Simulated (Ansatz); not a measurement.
Consider the atomization: `C=C[CH2][GaH][Cl]` → 3 C• + Cl• + Ga• + 6 H•.

Gas-phase electronic energies from Ansatz, PBE0-D4/def2-TZVP geometries. CCSD(T)/CBS is the MP2 limit (def2-TZVPP, def2-QZVPP) plus CCSD(T) − MP2 in def2-TZVPP, frozen cores. This one scheme is used for every species, atoms too. Open shells (•) are unrestricted, without spin–orbit coupling. Spin–orbit coupling would lower the free atoms: a little for C, Cl; clearly for Ga. For Ga outer-core shells are correlated without core-valence functions, so the limit isn't a true one: a few kJ/mol of doubt a bond, and 10 to 20 or more in all where bonds break to atoms. Scalar relativity is left out up to krypton. Each species was taken in one conformer, which may not be the lowest.

`C=C[CH2][GaH][Cl]`:

Z-matrix (Å, degrees):
```
C
C 1 1.489
Ga 1 1.971 2 99.7
H 1 1.089 2 112.6 3 119.9
H 1 1.090 2 112.7 3 -114.7
C 2 1.333 1 125.6 3 84.5
H 2 1.089 1 116.1 3 -91.6
Cl 3 2.159 1 114.2 2 -101.3
H 3 1.558 1 129.8 2 70.8
H 6 1.086 2 121.6 1 3.4
H 6 1.083 2 121.2 1 -177.4
```

```
            species  CCSD/def2-SVP energy (Eh)
`C=C[CH2][GaH][Cl]`                -2500.19464
                 C•                  -37.71440
                Cl•                 -459.44497
                Ga•                -1923.14827
                 H•                   -0.49928
```

Problem. Work out ΔE.

Solution. ΔE = 6 × (-0.49928) + 3 × (-37.71440) + (-459.44497) + (-1923.14827) − (-2500.19464) = 1.46252 Eh = +917.7 kcal/mol. CCSD(T)/CBS gives +970.3 kcal/mol.

Largest T1 diagnostic among the species: 0.013.

In def2-TZVPP, CCSD(T) changes the Hartree–Fock value by +222.8 kcal/mol (the triples alone add +14.4 kcal/mol) and MP2 by +238.1 kcal/mol; breaking electron pairs costs correlation energy, which Hartree–Fock lacks. At CCSD(T), def2-SVP lies −42.2 kcal/mol from the extrapolated value and def2-TZVPP −20.1 kcal/mol: correlation converges slowly with the basis, and small sets miss more of it in the bonded molecule than in its fragments. Leaving LDA and LC-ωPBE aside and taking each functional with its dispersion term where it has one, the values, not all of them listed here, spread over 42.8 kcal/mol, from BHLYP-D4 to PBE-D4. LDA lies +120.8 kcal/mol from PBE without D4, its usual overbinding.

For atomizations the MP2-based limit and the directly extrapolated one differ by several kJ/mol either way, and by 10 to 25 for some Ge, Se and Sn compounds, so smaller differences from it don't rank the levels.
